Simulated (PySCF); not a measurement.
Sn(OMe)(SH) (CH4OSSn), SMILES C[O][Sn][SH] (connectivity only; charge and spin as stated), neutral, multiplicity 1.

The structure is a stationary point at B3LYP-D3(BJ)/def2-SVP. The structure was generated by enumeration; whether it is a known compound was not checked. The def2 effective core potentials stand for the cores of Sn; spin–orbit coupling is left out. Other conformers were not sampled.

These are CAM-B3LYP/def2-TZVP in PySCF values and carry that method's errors.

Computed frontier levels, gap, dipole moment and polarisability:
```json
{
 "highest_occupied_level": "-8.51 eV",
 "lowest_empty_level": "-1.46 eV",
 "orbital_gap": "7.05 eV",
 "dipole_moment": "1.99 D",
 "quadrupole, principal values (traceless, Buckingham form, about the centre of nuclear charge)": "-7.73, 1.98, 5.75 D·Å",
 "mean_static_polarisability": "76.6 bohr³ (11.35 Å³)",
 "polarisability_principal_values": "54.2, 82.3, 93.2 bohr³"
}
```
